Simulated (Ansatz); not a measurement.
Basis-set extrapolation for CH₄ClNSi₂, SMILES `N#C[SiH2][SiH2]Cl` (PBE0-D4/def2-TZVP geometry, frozen core, the Gaussian-basis code of Ansatz). Multiplicity 1, RHF reference.

|  | def2-TZVPP | def2-QZVPP |
| --- | --- | --- |
| HF | -1132.134133 | -1132.168384 |
| MP2 correlation | -0.761931 | -0.822367 |
| CCSD(T) correlation | -0.850070 | not run |

Energies in hartree. Use E(X) = E(∞) + A·exp(−7.88·√X) for Hartree–Fock and E(X) = E(∞) + B·X^(−2.97) for correlation, with X = 3 and 4, and add CCSD(T) minus MP2 of the smaller set to the MP2 limit.

Q: What is the CCSD(T) energy at the basis-set limit?

A: HF limit: -1132.168384 + (-0.034251) × 0.13774 = -1132.17310. MP2 limit: -0.822367 + (-0.060436) × 0.74074 = -0.86713. Higher-order term: -0.850070 − (-0.761931) = -0.08814. Total: -1133.12837 hartree, 378.5 kJ/mol below CCSD(T)/def2-TZVPP.
